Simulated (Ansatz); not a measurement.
(H3Sn)2NH (Sn2NH7), 10 atoms. Hardware: 4 threads of Intel Xeon on a shared host.

In the def2 sets Sn takes a core potential; there is no spin–orbit coupling. Correlated methods freeze 9 core orbitals; core or outer-core shells of Sn are correlated, in sets that lack core-valence functions.

Problem. How many basis functions does each of these Ansatz runs have, and roughly what does it cost? PBE-D4/def2-TZVP, charge 0 triplet at the geometry of the charge 0 singlet, energy, from earlier orbitals; PBE0-D4/def2-TZVP, charge 0 singlet, energy and forces, from earlier orbitals; PBE-D4/def2-SVP, charge 0 singlet, energy, from earlier orbitals; r2SCAN-D4/def2-TZVP, charge 0 singlet, energy, from earlier orbitals; RPA@PBE/def2-TZVP, charge 0 singlet, energy, from earlier orbitals; r2SCAN-D4/def2-TZVP, charge 0 triplet at the geometry of the charge 0 singlet, energy, from earlier orbitals; r2SCAN0-D4/def2-TZVP, charge 0 singlet, energy, from earlier orbitals; PBE0-D4/def2-SVP, charge 0 singlet, energy, from earlier orbitals; PBE-D4/def2-TZVPD, charge 0 singlet, energy, from earlier orbitals; BLYP-D4/def2-TZVP, charge 0 singlet, energy, from earlier orbitals; HF/STO-3G, charge 0 singlet, energy; PBE-QIDH/def2-TZVP, charge 0 singlet, energy, from earlier orbitals.

Solution. Other jobs shared the machine, so times can vary by a factor of up to 3. A dash marks memory too small to be measured apart from the calling script's.

| run | functions | fitting or Cholesky vectors | wall time | peak host memory (GiB) |
| --- | --- | --- | --- | --- |
| PBE-D4/def2-SVP, charge 0 singlet, energy, from earlier orbitals | 101 | 1160 | 2.8 s | – |
| HF/STO-3G, charge 0 singlet, energy | 66 | 889 | 3.1 s | – |
| BLYP-D4/def2-TZVP, charge 0 singlet, energy, from earlier orbitals | 173 | 1239 | 4.1 s | – |
| PBE0-D4/def2-SVP, charge 0 singlet, energy, from earlier orbitals | 101 | 1185 | 5.5 s | – |
| r2SCAN-D4/def2-TZVP, charge 0 singlet, energy, from earlier orbitals | 173 | 1239 | 6 s | – |
| PBE-D4/def2-TZVPD, charge 0 singlet, energy, from earlier orbitals | 212 | 1344 | 6.5 s | – |
| PBE-D4/def2-TZVP, charge 0 triplet at the geometry of the charge 0 singlet, energy, from earlier orbitals | 173 | 1239 | 7 s | – |
| r2SCAN0-D4/def2-TZVP, charge 0 singlet, energy, from earlier orbitals | 173 | 1385 | 8 s | – |
| PBE0-D4/def2-TZVP, charge 0 singlet, energy and forces, from earlier orbitals | 173 | 1385 | 8.5 s | – |
| PBE-QIDH/def2-TZVP, charge 0 singlet, energy, from earlier orbitals | 173 | 1503 | 11 s | – |
| RPA@PBE/def2-TZVP, charge 0 singlet, energy, from earlier orbitals | 173 | 1503 | 11 s | – |
| r2SCAN-D4/def2-TZVP, charge 0 triplet at the geometry of the charge 0 singlet, energy, from earlier orbitals | 173 | 1239 | 12 s | – |
